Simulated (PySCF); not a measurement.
## Static response to an electric field

C₃H₁₀Si₃.
Geometry (PBE0-D3(BJ)/def2-SVP, Å), atoms numbered from 1 in this order:
```xyz
16
C3H10Si3 angstrom
Si     3.3603    0.8753    0.2651
C      1.8196   -0.0544   -0.0923
C      0.7891   -0.6700   -0.3357
Si    -0.7910   -1.5538   -0.6615
C     -2.1157   -0.9292    0.5112
Si    -2.4600    0.9224    0.4286
H      4.3767   -0.0497    0.8451
H      3.0646    1.9657    1.2392
H      3.8882    1.4671   -0.9981
H     -1.1844   -1.3013   -2.0800
H     -0.5577   -3.0178   -0.4788
H     -3.0506   -1.4732    0.2894
H     -1.8238   -1.1930    1.5421
H     -2.8778    1.3005   -0.9568
H     -1.2380    1.7006    0.7896
H     -3.5604    1.2908    1.3721
```

Level: wB97X-D/def2-SVPD (PySCF), static field, nuclei fixed, core orbitals frozen in the response. The polarisability tensor in these axes (au):

```
x   144.79  12.30   2.49
y    12.30 114.43   7.04
z     2.49   7.04  98.01
```

What are the eigenvalues, a third of the trace, and Δα (Δα² = ½Σ(αi − αj)² over the three pairs)?

Principal values 95.32, 112.33 and 149.59 au; mean 119.08 au = 17.65 Å³ = 19.63 × 10⁻⁴⁰ C²·m²/J; Δα = 48.08 au (40 % of the mean).

What is the dipole moment, and where does it point?

(-0.44, -0.41, 0.53) D, 0.80 D in size, pointing from the negative to the positive side. Measured along this direction, the outermost atoms are H9 at the negative end and H13 and H12 at the positive end.

Refractivity n − 1 of an ideal gas of it at 298.15 K and 1 atm, from the electronic α?

N = p/kT = 2.4615 × 10¹⁹ cm⁻³, so n − 1 = 2π × N × 17.65 × 10⁻²⁴ cm³ = 2729 × 10⁻⁶ at long wavelengths, for an ideal gas.

Molar refractivity from α?

Lorentz–Lorenz: R = (4π/3)N_A α = 2.5225 cm³/(mol·Å³) × 17.65 Å³ = 44.5 cm³/mol, in the limit of long wavelengths.

In a dilute gas of rigid molecules at 500 K, how does the orientational term μ²/3kT compare with the electronic polarisability?

In Gaussian units μ²/3kT = 3.10 Å³ against 17.65 Å³, a ratio of 0.18; the Debye molar polarisation (4π/3)N_A(α + μ²/3kT) is 52.3 cm³/mol, leaving out the vibrational part.

Find the Langevin capture rate constant for H3O+ (19.018 u) meeting this molecule (130.009 u), k = 2.342 × 10⁻⁹ cm³/s × √(α in Å³ / reduced mass in u).

The reduced mass is 16.59 u, so k = 2.42 × 10⁻⁹ cm³/s. The formula leaves out the permanent dipole, which adds to the capture rate.

Sum over states: ᾱ = Σ f/ω², ω in Eh. What share falls to these 10 lowest TDDFT singlets (eV, f)? 5.51, 0.0000; 5.76, 0.0001; 5.76, 0.0002; 7.62, 0.8970; 7.73, 0.0017; 7.76, 0.0438; 7.96, 0.2435; 8.07, 0.1759; 8.22, 0.1251; 8.38, 0.0089.

They add up to 18.33 au, 15.4 % of the 119.08 au; the largest single term is 11.45 au, from the state at 7.62 eV. Terms in order: 0.00, 0.00, 0.00, 11.45, 0.02, 0.54, 2.85, 2.00, 1.37, 0.09 au. Higher excitations give the rest. The strengths listed sum to 1.496.

The structure is a single PBE0-D3(BJ)/def2-SVP conformer in the gas phase; no vibrational or solvent corrections.

wB97X-D is run here without its empirical dispersion term; that term would change no orbital, density or response property at a fixed geometry.
